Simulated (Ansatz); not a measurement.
Computed with Ansatz on PBE0-D4/def2-TZVP structures; ΔE is electronic, products minus reactants. CCSD(T)/CBS is the MP2 limit (def2-TZVPP, def2-QZVPP) plus CCSD(T) − MP2 in def2-TZVPP, frozen cores. DFT in def2-TZVPP. B3LYP here is the variant with VWN-RPA as its local correlation; programs differ in this. Each species was taken in one conformer, which may not be the lowest.

Reaction (isomerisation): `C=C[SiH2]N[SiH2]O` → `C=C[Si](N)(O)[SiH3]`

`C=C[SiH2]N[SiH2]O`:

Cartesian coordinates in Å:
```
C 1.641 0.155 -1.791
C 0.315 0.097 -1.675
Si -0.634 1.126 -0.445
N -1.384 0.155 0.773
Si -0.575 -0.782 1.972
O 0.937 -1.128 1.435
H 2.192 -0.447 -2.509
H 2.235 0.820 -1.168
H -0.227 -0.589 -2.327
H 0.342 2.076 0.152
H -1.723 1.867 -1.137
H -2.388 0.073 0.726
H -0.349 -0.066 3.251
H -1.411 -1.987 2.232
H 1.027 -1.370 0.510
```

`C=C[Si](N)(O)[SiH3]`:

Cartesian coordinates in Å:
```
C -1.000 2.196 -0.597
C -0.455 1.407 0.326
Si -0.187 -0.415 0.060
N -0.653 -1.170 1.523
O -1.002 -0.903 -1.296
Si 2.041 -0.965 -0.402
H -1.140 3.263 -0.443
H -1.325 1.802 -1.556
H -0.127 1.858 1.262
H -1.341 -0.770 2.139
H -0.490 -2.144 1.713
H -1.960 -0.883 -1.252
H 2.260 -2.433 -0.257
H 2.944 -0.275 0.560
H 2.434 -0.568 -1.781
```

```tsv
level	ΔE (kJ/mol)	difference from CCSD(T)/CBS
PBE0-D4	42.1	-15.1
B3LYP-D4	52.6	-4.6
ωB97M-V	58.7	1.5
B2PLYP	57.2	0.0
B3LYP	51.3	-5.9
HF/def2-TZVPP	71.3	14.1
MP2/def2-TZVPP	64.5	7.3
SCS-MP2/def2-TZVPP	66.9	9.7
MP2/CBS(def2)	64.9	7.7
CCSD/CBS(def2)	59.1	1.9
CCSD(T)/CBS	57.2	0
```

Largest T1 diagnostic among the species: 0.012.

In def2-TZVPP, CCSD(T) changes the Hartree–Fock value by −14.5 kJ/mol (the triples alone add −1.9 kJ/mol) and MP2 by −6.8 kJ/mol. From PBE to PBE0 (25 % exact exchange), in def2-TZVPP and without D4, ΔE moves by +7.6 kJ/mol.
